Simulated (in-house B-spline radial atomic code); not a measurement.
**RPA and G0W0 on LDA VWN5: the caesium ion Cs⁸⁺**

Configuration [Kr] 4d10 5s1, highest spin, mean-field start LDA VWN5. Computed with an all-electron radial atomic-structure program (B-spline basis): all electrons, scalar-relativistic (spin-free one-electron X2C), finite nucleus, each spin shell either full or empty, empty states to l = 9 with an (l + 1/2)⁻⁴ tail; G0W0 by contour deformation at full frequency.

Command:
```bash
python run_gw.py task.json out
```
Settings (radii: box in bohr, nucleus in fm):
```
Z                        55
electrons                47
configuration            [Kr] 4d10 5s1
hamiltonian              x2c
method                   lda,vwn
lmax                     9
rms_radius               4.8041
spin_polarised           True
box_radius               7.7
intervals                66
ion_configuration        [Kr] 4d10
```

Cost of the run: 12 s on 1 thread of Arm Neoverse N1, with other jobs on the host.

Energies (hartree):

| term | value |
| --- | --- |
| mean-field total | -7763.61955 |
| Hartree-Fock functional on these orbitals | -7767.77865 |
| direct second order | -4.3087 |
| second-order exchange | 1.1882 |
| SOSEX correction | 1.1178 |

(1) What is the RPA correlation energy, and what remains with SOSEX?

Quasi-particle levels (eV):

| level | occupied | mean field | Σx - vxc | Σc | QP weight | G0W0 |
| --- | --- | --- | --- | --- | --- | --- |
| 5s up | yes | -120.35 | -3.75 | ? | ? | ? |
| 4d down | yes | -179.66 | -13.49 | 0.40 | 0.963 | -192.75 |
| 4d up | yes | -180.05 | -13.53 | 0.43 | 0.958 | -193.15 |
| 5s down | no | -118.64 | 10.78 | -3.38 | 0.963 | -111.24 |

G0W0 = mean field + (Σx - vxc) + Σc, with Σc (partial-wave tail included) taken at the quasi-particle energy. Only the outer levels were computed. Levels of low weight are left out.

(2) Where does G0W0 put 5s up?

(3) What does it cost to remove one electron (to [Kr] 4d10) by differences of total energies, each species on its own start (correlation terms add to the Hartree-Fock functional)?

Answers

(1) RPA gives -3.8486 hartree (-2.23 eV per electron); RPA + SOSEX gives -2.7308, and the second-order doubles -3.1205 hartree (no singles). SOSEX takes back 29 % of the RPA value.

(2) At -126.67 eV, with Σc = -2.57 eV and a quasi-particle weight of 0.975. The tabulated removal energy is 125.61 ± 0.09 eV (NIST, semi-empirical); the calculation leaves out spin-orbit coupling, Breit and QED terms, and what these don't explain is the method's own error.

(3) LDA VWN5 127.22 eV, Hartree-Fock functional 123.80 eV, + RPA 126.34 eV, + RPA + SOSEX 125.54 eV, + second order 126.62 eV. Tabulated: 125.61 ± 0.09 eV (NIST, semi-empirical); the calculation leaves out spin-orbit coupling, Breit and QED terms, and what these don't explain is the method's own error.
